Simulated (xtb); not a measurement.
Input for xtb: GFN2-xTB on H3NOSn (SMILES [NH2][Sn][OH]), a point of a torsion scan.

```
$ xtb mol.xyz --gfn 2 --opt vtight --chrg 0 --uhf 0 --input xcontrol
6

N     -1.32817832    -0.12036022    -0.09854642
Sn     0.40112929    -0.88405953     0.71700591
O      1.64306370    -1.44032982    -0.73780509
H     -2.08438579    -0.32994256     0.58577454
H     -1.27644391     0.89525353    -0.28716966
H      2.25013301    -0.67808666    -0.96427753
$constrain
  force constant=1.0
  dihedral: 4,1,2,3,150.0
$end
```

Program output:

```
[...]
           -------------------------------------------------
          |                Calculation Setup                |
           -------------------------------------------------



           -------------------------------------------------
          |                 G F N 2 - x T B                 |
           -------------------------------------------------

        Reference                      10.1021/acs.jctc.8b01176
      * Hamiltonian:
        H0-scaling (s, p, d)           1.850000    2.230000    2.230000
        zeta-weighting                 0.500000
      * Dispersion:
        s8                             2.700000
        a1                             0.520000
        a2                             5.000000
        s9                             5.000000
      * Repulsion:
        kExp                           1.500000    1.000000
        rExp                           1.000000
      * Coulomb:
        alpha                          2.000000
        third order                    shell-resolved
        anisotropic                    true
        a3                             3.000000
        a5                             4.000000
        cn-shift                       1.200000
        cn-exp                         4.000000
        max-rad                        5.000000


          ...................................................
          :                      SETUP                      :
          :.................................................:
          :  # basis functions                  21          :
          :  # atomic orbitals                  20          :
          :  # shells                           10          :
          :  # electrons                        18          :
          :  max. iterations                   250          :
          :  Hamiltonian                  GFN2-xTB          :
          :  restarted?                      false          :
          :  GBSA solvation                  false          :
          :  PC potential                    false          :
          :  electronic temp.          300.0000000     K    :
          :  accuracy                    1.0000000          :
          :  -> integral cutoff          0.2500000E+02      :
          :  -> integral neglect         0.1000000E-07      :
          :  -> SCF convergence          0.1000000E-05 Eh   :
          :  -> wf. convergence          0.1000000E-03 e    :
          :  Broyden damping             0.4000000          :
          :  net charge                          0          :
          :  unpaired electrons                  0          :
          ...................................................

 iter      E             dE          RMSdq      gap      omega  full diag
   1     -8.1834017 -0.818340E+01  0.250E+01    0.82       0.0  T
   2     -9.7172646 -0.153386E+01  0.259E+01    4.82       1.0  T
   3    -10.2670833 -0.549819E+00  0.128E+01    6.43       1.0  T
   4    -10.5000072 -0.232924E+00  0.855E+00    5.19       1.0  T
   5    -10.4404656  0.595416E-01  0.896E+00    5.66       1.0  T
   6    -10.5069028 -0.664372E-01  0.169E+01    1.89       1.0  T
   7    -10.6007296 -0.938268E-01  0.135E+01    2.10       1.0  T
   8    -10.6744053 -0.736757E-01  0.420E+00    2.95       1.0  T
   9    -10.6317691  0.426362E-01  0.556E+00    4.35       1.0  T
  10    -10.6600387 -0.282696E-01  0.316E+00    3.89       1.0  T
  11    -10.6700694 -0.100307E-01  0.190E+00    3.66       1.0  T
  12    -10.6770138 -0.694441E-02  0.391E-01    3.37       1.0  T
  13    -10.6774273 -0.413515E-03  0.122E-01    3.32       1.0  T
  14    -10.6774589 -0.316248E-04  0.375E-02    3.30       1.1  T
  15    -10.6774604 -0.143293E-05  0.217E-02    3.30       1.9  T
  16    -10.6774608 -0.430442E-06  0.342E-03    3.30      11.9  T
  17    -10.6774608 -0.210095E-07  0.406E-04    3.30     100.5  T
  18    -10.6774608  0.250701E-09  0.894E-04    3.30      45.7  T

   *** convergence criteria satisfied after 18 iterations ***

         #    Occupation            Energy/Eh            Energy/eV
      -------------------------------------------------------------
         1        2.0000           -0.8138305             -22.1455
       ...           ...                  ...                  ...
         3        2.0000           -0.5604725             -15.2512
         4        2.0000           -0.5092306             -13.8569
         5        2.0000           -0.4877525             -13.2724
         6        2.0000           -0.4364900             -11.8775
         7        2.0000           -0.4211259             -11.4594
         8        2.0000           -0.3987336             -10.8501
         9        2.0000           -0.3527821              -9.5997 (HOMO)
        10                         -0.2315845              -6.3017 (LUMO)
        11                         -0.1514500              -4.1212
        12                         -0.1112853              -3.0282
        13                   
[...]
0           -0.4225234             -11.4974
         7        2.0000           -0.4177652             -11.3680
         8        2.0000           -0.4076729             -11.0933
         9        2.0000           -0.3636092              -9.8943 (HOMO)
        10                         -0.2264611              -6.1623 (LUMO)
        11                         -0.1474216              -4.0115
        12                         -0.1436248              -3.9082
        13                         -0.0875183              -2.3815
        14                         -0.0756871              -2.0596
       ...                                ...                  ...
        20                          0.4589977              12.4900
      -------------------------------------------------------------
                  HL-Gap            0.1371481 Eh            3.7320 eV
             Fermi-level           -0.2950352 Eh           -8.0283 eV

 SCC (total)                   0 d,  0 h,  0 min,  0.002 sec
 SCC setup                      ...        0 min,  0.000 sec (  4.233%)
 Dispersion                     ...        0 min,  0.000 sec (  0.745%)
 classical contributions        ...        0 min,  0.000 sec (  0.283%)
 integral evaluation            ...        0 min,  0.000 sec ( 22.928%)
 iterations                     ...        0 min,  0.001 sec ( 26.007%)
 molecular gradient             ...        0 min,  0.001 sec ( 41.484%)
 printout                       ...        0 min,  0.000 sec (  3.918%)

         :::::::::::::::::::::::::::::::::::::::::::::::::::::
         ::                     SUMMARY                     ::
         :::::::::::::::::::::::::::::::::::::::::::::::::::::
         :: total energy             -10.660594415607 Eh    ::
         :: gradient norm              0.000080384321 Eh/a0 ::
         :: HOMO-LUMO gap              3.731990960199 eV    ::
         ::.................................................::
         :: SCC energy               -10.718735637223 Eh    ::
         :: -> isotropic ES            0.041317409358 Eh    ::
         :: -> anisotropic ES          0.004747297379 Eh    ::
         :: -> anisotropic XC          0.001033908254 Eh    ::
         :: -> dispersion             -0.002571863729 Eh    ::
         :: repulsion energy           0.058132542167 Eh    ::
         :: add. restraining           0.000008679449 Eh    ::
         :: total charge               0.000000000000 e     ::
         :::::::::::::::::::::::::::::::::::::::::::::::::::::

           -------------------------------------------------
          |                Property Printout                |
           -------------------------------------------------

    * Orbital Energies and Occupations

         #    Occupation            Energy/Eh            Energy/eV
      -------------------------------------------------------------
         1        2.0000           -0.8104368             -22.0531
         2        2.0000           -0.6258520             -17.0303
         3        2.0000           -0.5663616             -15.4115
         4        2.0000           -0.5058067             -13.7637
         5        2.0000           -0.4863357             -13.2339
         6        2.0000           -0.4225234             -11.4974
         7        2.0000           -0.4177652             -11.3680
         8        2.0000           -0.4076729             -11.0933
         9        2.0000           -0.3636092              -9.8943 (HOMO)
        10                         -0.2264611              -6.1623 (LUMO)
        11                         -0.1474216              -4.0115
        12                         -0.1436248              -3.9082
        13                         -0.0875183              -2.3815
        14                         -0.0756871              -2.0596
        15                         -0.0322721              -0.8782
        16                         -0.0060638              -0.1650
        17                          0.0895503               2.4368
        18                          0.2521061               6.8602
        19                          0.2662021               7.2437
        20                          0.4589977              12.4900
      -------------------------------------------------------------
                  HL-Gap            0.1371481 Eh            3.7320 eV
             Fermi-level           -0.2950352 Eh           -8.0283 eV

     #   Z          covCN         q      C6AA      α(0)
     1   7 N        2.540    -0.445    31.688     8.360
     2  50 Sn       1.585     0.411   446.870    45.508
     3   8 O        1.569    -0.560    24.288     6.650
     4   1 H        0.860     0.151     1.397     1.852
     5   1 H        0.861     0.157     1.355     1.824
     6   1 H        0.807     0.287     0.762     1.371

 Mol. C6AA /au·bohr⁶  :       1183.129702
 Mol. C8AA /au·bohr⁸  :      86215.982242
 Mol. α(0) /au        :         65.563623
Note: The following floating-point exceptions are signalling: IEEE_UNDERFLOW_FLAG IEEE_DENORMAL
normal termination of xtb


Wiberg/Mayer (AO) data.
largest (>0.10) Wiberg bond orders for each atom

 ---------------------------------------------------------------------------
     #   Z sym  total        # sym  WBO       # sym  WBO       # sym  WBO
 ---------------------------------------------------------------------------
     1   7 N    3.198 --     2 Sn   1.277     4 H    0.949     5 H    0.942
     2  50 Sn   2.537 --     1 N    1.277     3 O    1.180
     3   8 O    2.103 --     2 Sn   1.180     6 H    0.891
     4   1 H    0.977 --     1 N    0.949
     5   1 H    0.975 --     1 N    0.942
     6   1 H    0.918 --     3 O    0.891
 ---------------------------------------------------------------------------

Topologies differ in total number of bonds
Writing topology from bond orders to xtbtopo.mol

molecular dipole:
                 x           y           z       tot (Debye)
 q only:       -0.661      -0.052       0.290
   full:       -0.762      -0.394       0.561       2.606
molecular quadrupole (traceless):
                xx          xy          yy          xz          yz          zz
 q only:       -3.742       3.307       1.369       0.577      -3.972       2.373
  q+dip:       -5.349       2.933       2.933       1.266      -7.626       2.416
   full:       -6.221       4.566       3.208       2.095      -6.612       3.014

           -------------------------------------------------
          |                Geometry Summary                 |
           -------------------------------------------------

      molecular mass/u    :      151.7400430
   center of mass at/Å    :        0.2818662      -1.2991492       0.6131435
  moments of inertia/u·Å² :        0.5307991E+02   0.8219706E+02   0.1349685E+03
rotational constants/cm⁻¹ :        0.3175897E+00   0.2050880E+00   0.1249005E+00

 * 3 selected distances

     #   Z          #   Z                                           value/Å
     1   7 N        4   1 H                                       1.0113109
     1   7 N        5   1 H                                       1.0126515 (max)
     3   8 O        6   1 H                                       0.9539952 (min)

 * 2 distinct bonds (by element types)

   Z      Z             #   av. dist./Å        max./Å        min./Å
   1 H    7 N           2     1.0119812     1.0126515     1.0113109
   1 H    8 O           1     0.9539952     0.9539952     0.9539952


optimized geometry written to: xtbopt.xyz


           -------------------------------------------------
          | TOTAL ENERGY              -10.660594415607 Eh   |
          | GRADIENT NORM               0.000080384321 Eh/α |
          | HOMO-LUMO GAP               3.731990960199 eV   |
           -------------------------------------------------

------------------------------------------------------------------------
------------------------------------------------------------------------
 total:
 SCF:
 ANC optimizer:
```

The run finished.

Warnings raised: the energy holds the restraint's term.

Cost: around 0.10 core-seconds (rough).
